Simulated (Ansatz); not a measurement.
`N#[C][SnH3]` + H₂O → `N#CO` + `[SnH4]` at 500 K and 1 bar (formal hydrolysis of a C–Sn bond).

Program: Ansatz. Geometries: PBE0-D4/def2-TZVP. ΔE: electronic, gas phase. CBS: MP2 limit from def2 TZ/QZ plus the TZ coupled-cluster correction, frozen cores. This one scheme is used for every species. Elements past krypton have def2 core potentials. For Sn outer-core shells are correlated without core-valence functions, which leaves a few kJ/mol of doubt a bond. One conformer a species, not always the lowest.

```
      species  CCSD(T)/CBS energy (Eh)  H − E (kJ/mol)  S (J/(mol·K))
`N#[C][SnH3]`               -308.54194           106.1          334.4
          H₂O                -76.37941            73.2          206.3
       `N#CO`               -168.48100            78.6          266.9
     `[SnH4]`               -216.39156            91.5          258.6
```

H − E and S are ideal-gas, rigid-rotor, harmonic terms from PBE0-D4/def2-TZVP, for one conformer and one mirror image of each species. 1 Eh = 2625.50 kJ/mol, R = 8.31446 J/(mol·K).

Task: By hand: ΔE, ΔH, ΔS and ΔG.

Result: ΔE = (-168.48100) + (-216.39156) − (-308.54194) − (-76.37941) = 0.04879 Eh = 128.1 kJ/mol. Δ(H − E) = 78.6 + 91.5 − 106.1 − 73.2 = -9.2, so ΔH = 118.9 kJ/mol. ΔS = 266.9 + 258.6 − 334.4 − 206.3 = -15.2 J/(mol·K). ΔG = 118.9 − 500 × (-15.2)/1000 = 126.5 kJ/mol.

Task: By hand: the equilibrium constant, and the temperature at which ΔG would vanish if ΔH and ΔS stayed fixed.

Result: log₁₀ K = −ΔG/(RT ln 10) = -13.2. ΔH and −TΔS have one sign here, so there is no such temperature.

ΔH outweighs TΔS. A doubt of 5 kJ/mol in ΔE shifts log₁₀ K by 0.5 here. Other conformers and mirror images would add mixing entropy, several J/(mol·K) or more a flexible species. These are equilibria of isolated gas molecules and say nothing of rates. Largest T1 diagnostic: 0.014 (customary marks: 0.02 for closed shells, 0.045 for open ones).
